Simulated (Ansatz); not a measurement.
Z-matrix (Å, degrees):
```
C
C 1 1.508
Ge 1 1.969 2 64.6
H 1 1.089 2 116.7 3 -111.9
H 1 1.089 2 116.7 3 110.8
C 2 1.319 1 136.6 3 177.2
N 3 1.832 1 123.2 2 -100.0
H 3 1.525 1 119.6 2 108.1
H 6 1.089 2 121.3 1 1.5
H 6 1.085 2 121.7 1 -178.6
H 7 1.011 3 112.6 1 39.8
H 7 1.011 3 114.1 1 -84.6
```

The species carries charge 0 and has multiplicity 1.

Q: List the PBE/def2-TZVPP orbital energies in eV (Ansatz). (An estimate is asked.)

A: The calculation gave: Occupied: -10804.37, -1337.69, -1191.11, -1191.10, -1191.09, -380.23, -269.17, -268.83, -268.83, -162.33, -113.77, -113.77, -113.76, -29.66, -29.65, -29.58, -29.57, -29.53, -20.97, -19.43, -17.02, -13.47, -12.31, -11.84, -10.70, -10.50, -10.41, -8.84, -7.30, -6.43, -6.35, -5.29. Lowest empty: -1.35, -0.37, 0.13, 0.75, 1.26, 1.82, 2.01, 2.54.
